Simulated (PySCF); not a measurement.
PySCF job for C₄H₂BrCl, SMILES C#C/C=C(/Cl)Br, PBE0/pcSseg-1. The structure is a stationary point at B3LYP-D3(BJ)/def2-SVP. The structure was generated by enumeration; whether it is a known compound was not checked.

```python
import numpy as np
from pyscf import gto, scf, dft
from pyscf.prop.nmr import rks as nmr

mol = gto.M(
    atom='''
    C     0.58195084    3.27647340    0.00000000
    C     0.93674206    2.11495514   -0.00000000
    C     1.39229521    0.77400264   -0.00000000
    C     0.59564232   -0.31575496    0.00000000
    Cl    1.25571697   -1.91406981   -0.00000000
    Br   -1.28906251   -0.21303509   -0.00000000
    H     0.25719214    4.29982091   -0.00000000
    H     2.47302454    0.59753656   -0.00000000
    ''',
    basis='pcSseg-1',
    charge=0,
    spin=0,
    max_memory=1600,
    verbose=3,
)
mf = dft.RKS(mol, xc='pbe0')
mf.grids.level = 3
mf.conv_tol = 1e-10
mf.max_cycle = 100
mf.kernel()
n = nmr.NMR(mf)
n.verbose = 2
n.max_cycle_cphf = 60
sigma = n.kernel()
print('atom   isotropic/ppm   span/ppm')
for i, s in enumerate(sigma):
    w = np.linalg.eigvalsh((s + s.T) / 2)
    print(f'{mol.atom_symbol(i):2s}{i + 1:3d} {w.mean():14.3f} {w[2] - w[0]:11.3f}')
```

Program output:

```
converged SCF energy = -3186.93313134614
atom   isotropic/ppm   span/ppm
C   1         85.358     156.128
C   2        104.626     293.082
C   3         61.766     170.706
C   4         24.737     140.436
Cl  5        570.891     542.976
Br  6       1734.953    1541.801
H   7         27.597      10.708
H   8         25.232       8.765
```

Self-consistency was reached.

Cost: roughly 60 core-seconds.
